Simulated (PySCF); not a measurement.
Al(Cl)(F)(NHMe) (CH4AlClFN), SMILES C[NH][Al]([F])[Cl].

Geometry: PBE0-D3(BJ)/def2-SVP. The structure was generated by enumeration; whether it is a known compound was not checked. One conformer was computed; it need not be the lowest.

All values below come from PBE/def2-TZVP run with PySCF.

The molecule is in vacuum.

Problem. Estimate the frontier levels, gap, dipole moment and polarisability. (The exact figures need the calculation; the answer reports its results.)

Solution. 
| Quantity | Result |
|---|---|
| highest occupied level | -5.92 eV |
| lowest empty level | -1.48 eV |
| orbital gap | 4.44 eV |
| dipole moment | 2.48 D |
| quadrupole, principal values (traceless, Buckingham form, about the centre of nuclear charge) | -4.48, 1.79, 2.69 D·Å |
| mean static polarisability | 56.5 bohr³ (8.37 Å³) |
| polarisability, principal values | 46.0, 50.1, 73.2 bohr³ |
